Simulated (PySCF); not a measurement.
# Atomic charges by several schemes

Compound: C₅H₄F₃NO₂.
Cartesian coordinates in Å at the GFN2-xTB level; atoms count from 1:
```xyz
15
C5H4F3NO2 angstrom
C     -2.0384   -0.4842   -0.7182
O     -0.7120    0.0291   -0.8199
C     -0.2084    0.5221    0.3479
C     -0.7550    1.7859    0.7982
N     -1.2044    2.7837    1.1233
O      0.1417   -0.3800    1.3665
C      1.1998    0.2105    0.6844
C      2.0022   -0.6771   -0.2527
F      2.3280   -0.0210   -1.3743
F      1.3662   -1.7878   -0.6020
F      3.1570   -1.0412    0.3224
H     -2.2676   -0.8765   -1.7049
H     -2.7435    0.3085   -0.4540
H     -2.0810   -1.2840    0.0244
H      1.8109    0.9201    1.2370
```

Density: PBE0/pcSseg-1 (PySCF); schemes: Mulliken, IAO, Hirshfeld and ESP-fitted. One conformer (not necessarily the lowest) at the GFN2-xTB geometry, without solvent, vibrations or thermal averaging.

Task: Tabulate the Mulliken, IAO, Hirshfeld and ESP-fitted charges.

Result: In e; atoms taken as equivalent share a row and are averaged (×n: the atom named and its like, n in all):

```tsv
atom	environment	Mulliken	IAO	Hirshfeld	ESP-fitted
C1	methoxy carbon	-0.042	-0.217	-0.030	-0.211
O2	ether oxygen	-0.468	-0.350	-0.118	-0.204
C3	sp3 carbon bearing two oxygens	+0.270	+0.350	+0.148	+0.024
C4	nitrile carbon	+0.191	+0.106	+0.079	+0.452
N5	nitrile nitrogen	-0.221	-0.193	-0.184	-0.432
O6	epoxide oxygen	-0.345	-0.360	-0.129	-0.205
C7	sp3 carbon bound to oxygen	-0.055	+0.023	+0.008	-0.056
C8	CF3 carbon	+0.893	+0.804	+0.258	+0.578
F9/F10/F11	fluorine of a CF3 group	-0.259	-0.271	-0.088	-0.181
H12/H13/H14	methyl hydrogen	+0.129	+0.157	+0.054	+0.144
H15	methine hydrogen	+0.167	+0.178	+0.070	+0.165
```

Mean size of the charges over all atoms: IAO 0.258 e, Mulliken 0.254 e, ESP-fitted 0.220 e, Hirshfeld 0.097 e. Each set sums to the total charge, 0, to within 0.001 e. The IAO scheme counts the electrons in orthogonalised intrinsic atomic orbitals, a minimal basis polarised so that it spans the occupied orbitals exactly. The Mulliken scheme counts on each atom the diagonal of the density matrix times the overlap matrix over that atom's basis functions.

Some averages cover members that differ in this geometry: F9/F10/F11, ESP-fitted -0.202 to -0.154; H12/H13/H14, IAO +0.144 to +0.177 e.

Lowest charge. The schemes don't all agree: Mulliken O2 (-0.468); IAO O6 (-0.360); Hirshfeld N5 (-0.184); ESP-fitted N5 (-0.432).

Highest charge. All schemes agree: Mulliken C8 (+0.893); IAO C8 (+0.804); Hirshfeld C8 (+0.258); ESP-fitted C8 (+0.578).

Task: Sum the charges by element, for elements with more than one atom.

Result: 
| element | atoms | Mulliken | IAO | Hirshfeld | ESP-fitted |
| --- | --- | --- | --- | --- | --- |
| C | 5 | +1.257 | +1.065 | +0.463 | +0.788 |
| O | 2 | -0.813 | -0.710 | -0.247 | -0.409 |
| F | 3 | -0.778 | -0.812 | -0.264 | -0.543 |
| H | 4 | +0.554 | +0.650 | +0.233 | +0.596 |

Task: How closely do the schemes follow one another over all atoms?

Result: Correlation coefficient and root-mean-square difference: Mulliken with IAO 0.98, 0.071 e; IAO with Hirshfeld 0.95, 0.204 e; Mulliken with Hirshfeld 0.95, 0.219 e; Hirshfeld with ESP-fitted 0.90, 0.169 e; Mulliken with ESP-fitted 0.86, 0.165 e; IAO with ESP-fitted 0.85, 0.166 e.

Task: How many electrons does the Mulliken scheme count on C8?

Result: Z − q = 6 − (+0.893) = 5.107.
